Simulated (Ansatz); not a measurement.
`[SiH3][AsH][SiH3]` + ethylmethylamine → `CCN(C)[SiH3]` + `[SiH3][AsH2]` at 500 K and 1 bar (cleavage of the Si–As bond).

Computed with Ansatz on PBE0-D4/def2-TZVP structures; ΔE is electronic, products minus reactants. CBS: MP2 limit from def2 TZ/QZ plus the TZ coupled-cluster correction, frozen cores. For As outer-core shells are correlated without core-valence functions, which leaves a few kJ/mol of doubt a bond. Scalar relativity is left out up to krypton. Each species was taken in one conformer, which may not be the lowest.

| species | CCSD(T)/CBS energy (Eh) | H − E (kJ/mol) | S (J/(mol·K)) |
| --- | --- | --- | --- |
| `[SiH3][AsH][SiH3]` | -2817.37686 | 200.1 | 423.7 |
| `CCNC` | -174.26710 | 357.3 | 359.1 |
| `CCN(C)[SiH3]` | -464.56280 | 410.6 | 437.7 |
| `[SiH3][AsH2]` | -2527.08228 | 138.1 | 337.6 |

H − E and S are ideal-gas, rigid-rotor, harmonic terms from PBE0-D4/def2-TZVP, for one conformer and one mirror image of each species. 1 Eh = 2625.50 kJ/mol, R = 8.31446 J/(mol·K).

**Question.** By hand: ΔE, ΔH, ΔS and ΔG.

**Answer.** ΔE = (-464.56280) + (-2527.08228) − (-2817.37686) − (-174.26710) = -0.00112 Eh = -2.9 kJ/mol. Δ(H − E) = 410.6 + 138.1 − 200.1 − 357.3 = -8.7, so ΔH = -11.6 kJ/mol. ΔS = 437.7 + 337.6 − 423.7 − 359.1 = -7.5 J/(mol·K). ΔG = -11.6 − 500 × (-7.5)/1000 = -7.8 kJ/mol.

**Question.** By hand: the equilibrium constant, and the temperature at which ΔG would vanish if ΔH and ΔS stayed fixed.

**Answer.** log₁₀ K = −ΔG/(RT ln 10) = 0.8. ΔG = 0 at ΔH/ΔS = 1547 K, though so small a ΔS makes that figure unsure.

The number of gas molecules stays the same, so ΔS is small and ΔH decides. A doubt of 5 kJ/mol in ΔE shifts log₁₀ K by 0.5 here. Other conformers and mirror images would add mixing entropy, several J/(mol·K) or more a flexible species. Modes under 60 cm⁻¹, often nearly free rotors, make the harmonic entropy too high. These are equilibria of isolated gas molecules and say nothing of rates. Largest T1 diagnostic: 0.012 (customary marks: 0.02 for closed shells, 0.045 for open ones).
